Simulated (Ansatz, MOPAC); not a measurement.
Spectroscopic constants of MgI, multiplicity 2 (lowest of 2S+1 = 2, 4 at CCSD(T)/def2-TZVPP on PBE0 minima; our sources give no spin for the ground state, which may be another). No spin–orbit coupling.

The constants come from a fifth-degree fit in 1/R (seven points, main isotopes). Runs in def2 and cc sets follow the lowest solution found near the PBE0 minimum.

Correlated levels freeze the inner cores; with def2 sets outer-core shells near the valence are correlated too. The state that PM6 reach isn't checked.

The values were computed with Ansatz (Gaussian basis) for Hartree–Fock, density functionals and correlated methods; MOPAC for PM6 (differences of heats of formation). Each number belongs to the level named beside it. In def2 rows elements past Kr take small-core potentials, without spin–orbit coupling.

| level | r_e (Å) | ω_e (cm⁻¹) | ω_e x_e (cm⁻¹) | dipole (D) |
|---|---|---|---|---|
| PM6 | 2.594 | 292 | 0.73 | - |
| SVWN5/def2-TZVPP | 2.572 | 308 | 1.2 | 3.13 |
| PBE/def2-TZVPP | 2.609 | (withheld) | 1.2 | 3.10 |
| B3LYP/def2-TZVPP | 2.608 | 298 | 1.2 | 3.39 |
| PBE0/def2-TZVPP | 2.590 | 309 | 1.1 | 3.24 |
| CCSD/def2-TZVPP | 2.590 | 316 | 1.1 | - |
| CCSD(T)/def2-TZVPP | 2.592 | 315 | 1.1 | - |
| CCSD(T)/def2-QZVPP | (withheld) | (withheld) | 0.94 | - |

Some entries are withheld; supply them.


- CCSD(T)/def2-QZVPP, r_e (Å): 2.579
- CCSD(T)/def2-QZVPP, ω_e (cm⁻¹): 313
- PBE/def2-TZVPP, ω_e (cm⁻¹): 297

Ansatz is an electronic-structure program.
